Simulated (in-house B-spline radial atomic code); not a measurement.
Values are calculated unless marked as measured or tabulated.
Correlation energy from the adiabatic connection: ω²r²/2 − Z/r, ω = 0.0304, Z = 3

Two electrons in a singlet, external potential ω²r²/2 − Z/r, ω = 0.0304, Z = 3 (atomic units). Full CI in B-splines (partial waves to l = 8, correlation up to 0.6 % small) with the density held fixed gives W(λ) = <V_ee>_λ − U, and E_c is the integral of W(λ) − W(0) from 0 to 1.

```json
{"λ": "0", "W(λ) − W(0) (hartree)": "0.00000"}
{"λ": "0.02", "W(λ) − W(0) (hartree)": "-0.00189"}
{"λ": "0.05", "W(λ) − W(0) (hartree)": "-0.00471"}
{"λ": "0.12", "W(λ) − W(0) (hartree)": "-0.01119"}
{"λ": "0.25", "W(λ) − W(0) (hartree)": "-0.02289"}
{"λ": "0.4", "W(λ) − W(0) (hartree)": "-0.03590"}
{"λ": "0.6", "W(λ) − W(0) (hartree)": "-0.05246"}
{"λ": "0.8", "W(λ) − W(0) (hartree)": "-0.06819"}
{"λ": "1", "W(λ) − W(0) (hartree)": "-0.08313"}
```

(1) Integrate the table by the trapezoid rule.

(2) Now use only three numbers: W(0) = -1.6512, the initial slope W'(0) = -0.09481 (extrapolated from the first points) and the strong-coupling limit of the point-charge-plus-continuum model, W∞ = -2.3499. What do second-order theory and the interpolation W(λ) = W∞ + (W(0) − W∞)/√(1 + 2χλ) of Seidl, Perdew and Levy give?

Answers

(1) The strips give -0.00002, -0.00010, -0.00056, -0.00222, -0.00441, -0.00884, -0.01207, -0.01513, which sum to -0.04333 hartree. The direct value, W(1) − W(0) + T_c with T_c = 0.03975, is -0.04338; the curve is convex, so chords lie above it and the trapezoids fall short in size by 0.12 %.

(2) Second order keeps the slope alone: E_c = W'(0)/2 = -0.04741, +9 % in size against -0.04338. Matching the slope fixes χ = W'(0)/(W∞ − W(0)) = -0.09481/(-0.69870) = 0.13569. Integrating, with s = √(1 + 2χ) = 1.127559, E_c = −(W(0) − W∞)(s − 1)/(s + 1) = −0.69870 × 0.127559/2.127559 = -0.04189 hartree, -3.4 % in size against the full result. At λ = 1 the formula gives W − W(0) = -0.07904 against -0.08313. Part of the miss can come from the model's W∞.
